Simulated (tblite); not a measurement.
Species: C₅H₁₁NO₂Si.
Structure used (GFN2-xTB), in Å, numbered top down from 1:
```xyz
20
C5H11NO2Si angstrom
C     -2.2173   -1.2594    0.7518
C     -1.1033   -1.0299    0.0608
Si    -1.0681    0.0915   -1.4738
N     -1.2472    1.7714   -1.1357
C      0.1416   -1.6422    0.5320
O      0.2203   -2.7459    1.0241
C      1.3903   -0.7994    0.3142
O      1.0425    0.5427    0.0950
C      2.1226    1.3313   -0.3374
H     -2.2089   -1.8521    1.6549
H     -3.1671   -0.8473    0.4529
H      0.1164   -0.1466   -2.3023
H     -2.2604   -0.2771   -2.2497
H     -2.1520    2.1950   -1.2505
H     -0.7781    2.1528   -0.3311
H      2.0575   -0.9013    1.1821
H      1.9146   -1.2160   -0.5617
H      2.9080    1.3716    0.4264
H      2.5511    0.9410   -1.2678
H      1.7323    2.3306   -0.5162
```

Calculated harmonic vibrations of the isolated species, GFN2-xTB (tblite), most abundant isotopes, no scaling. Against measured fundamentals such values can be off by several per cent, at times by over 20. Modes of hydrogen on silicon can be 10 to 20 % off. One conformer, not necessarily the lowest.

Harmonic wavenumbers (cm⁻¹): 37.3, 74.1, 97.4, 114.5, 120.5, 153.9, 186.0, 207.6, 230.7, 281.3, 290.2, 391.3, 439.6, 460.9, 496.2, 542.3, 557.5, 599.1, 651.3, 721.1, 740.0, 832.1, 850.7, 872.7, 906.6, 927.2, 940.8, 1008.0, 1084.3, 1124.7, 1132.9, 1170.2, 1185.4, 1220.1, 1303.8, 1402.6, 1406.9, 1446.0, 1466.0, 1482.5, 1508.2, 1648.8, 1726.1, 2194.4, 2232.3, 2841.0, 2891.9, 2913.3, 2932.4, 3036.3, 3069.7, 3105.1, 3487.1, 3526.2.

A = 1566, B = 1317, C = 807.8 MHz; mass 145.056 u (most abundant isotopes); point group C1, symmetry number 1.

Problem. What is the zero-point energy?

Solution. ½Σν̃ = 33135 cm⁻¹ = 396.38 kJ/mol.

Problem. Give the ideal-gas entropy at 298.15 K and 1 bar in the rigid-rotor, harmonic-oscillator model (classical rotation).

Solution. Translation 170.93, rotation 124.04, vibration 159.72: S = 454.7 J/(mol K).

Problem. And Cp and H(298.15 K) − H(0)?

Solution. Cp = 190.11 J/(mol K), of which vibrations give 156.85 (their classical limit is 54 R = 449.0); H(298.15 K) − H(0) = 34.73 kJ/mol without the zero-point energy, 24.81 from vibrations.

Problem. Which modes carry the vibrational entropy at 298.15 K?

Solution. 37.3 cm⁻¹: 22.58; 74.1 cm⁻¹: 16.91; 97.4 cm⁻¹: 14.67; 114.5 cm⁻¹: 13.35; 120.5 cm⁻¹: 12.94; 153.9 cm⁻¹: 10.98 J/(mol K); the other 48 give 68.30 together.

Problem. How do the functions run with temperature in this model?

Solution. 
| T (K) | S (J/(mol K)) | Cp (J/(mol K)) | H − H(0) (kJ/mol) | G − H(0) (kJ/mol) | ln q(vib) |
| --- | --- | --- | --- | --- | --- |
| 150 | 350.3 | 120.7 | 11.63 | -40.91 | 4.08 |
| 250 | 423.2 | 168.2 | 26.10 | -79.70 | 7.57 |
| 400 | 516.6 | 232.3 | 56.29 | -150.35 | 12.56 |
| 600 | 623.6 | 295.6 | 109.49 | -264.66 | 18.78 |
| 900 | 755.9 | 356.2 | 208.04 | -472.32 | 27.22 |

q(vib) and H(0) count from the zero-point level.

Problem. What must be added to the electronic energy to get the Gibbs energy at 298.15 K and 1 bar?

Solution. ZPE + [H(298.15 K) − H(0)] − T·S = 396.38 + 34.73 − 135.57 = 295.54 kJ/mol.

Hindered rotation and anharmonicity are outside this model. Other conformers, if any are populated, would add a mixing term that is left out. The structure is chiral; the term R ln 2 for an equal mix with its mirror image is left out.
